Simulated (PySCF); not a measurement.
C3H5BF2, SMILES C=C(F)B(C)F.

Geometry: PBE0-D3(BJ)/def2-SVP. The structure was generated by enumeration, and PubChem lists no compound with its InChIKey, so it may never have been made. The values are those of a single conformer.

Level of theory: PySCF with TDDFT-ωB97X/def2-SVPD.

Vertical excitations. 

Task: Estimate the UV-visible absorptions. (An estimate is asked for; the answer gives what the named calculation found.)

Result: 
```
state  energy (eV)  λ (nm)      f                                                                main pairs
-----  -----------  ------  -----  ------------------------------------------------------------------------
S1            6.12     203  0.001                                                          HOMO−1→LUMO 96 %
S2            6.17     201  0.316                                                            HOMO→LUMO 99 %
S3            7.96     156  0.054                                                          HOMO→LUMO+1 71 %
S4            8.30     149  0.008                       HOMO−2→LUMO 57 %, HOMO−3→LUMO 18 %, HOMO−4→LUMO 9 %
S5            8.62     144  0.001                      HOMO−3→LUMO 42 %, HOMO−5→LUMO 27 %, HOMO−2→LUMO 18 %
S6            8.83     140  0.005     HOMO→LUMO+2 35 %, HOMO→LUMO+3 14 %, HOMO→LUMO+7 11 %, HOMO→LUMO+6 9 %
S7            9.20     135  0.043                                                        HOMO−1→LUMO+1 66 %
S8            9.23     134  0.004  HOMO→LUMO+2 26 %, HOMO→LUMO+3 22 %, HOMO−1→LUMO+1 21 %, HOMO→LUMO+1 12 %
S9            9.37     132  0.004                      HOMO−5→LUMO 53 %, HOMO−3→LUMO 18 %, HOMO−2→LUMO 11 %
S10           9.46     131  0.040                      HOMO→LUMO+5 49 %, HOMO→LUMO+4 21 %, HOMO→LUMO+6 10 %
T1            3.73     333      0                                                            HOMO→LUMO 90 %
T2            5.64     220      0                                                          HOMO−1→LUMO 94 %
T3            7.64     162      0                                        HOMO−2→LUMO 60 %, HOMO−3→LUMO 11 %
T4            7.94     156      0                                        HOMO→LUMO+1 63 %, HOMO→LUMO+3 11 %
```
Triplets are in the Tamm–Dancoff approximation, which puts them higher than full response would, so one can lie above its singlet here.
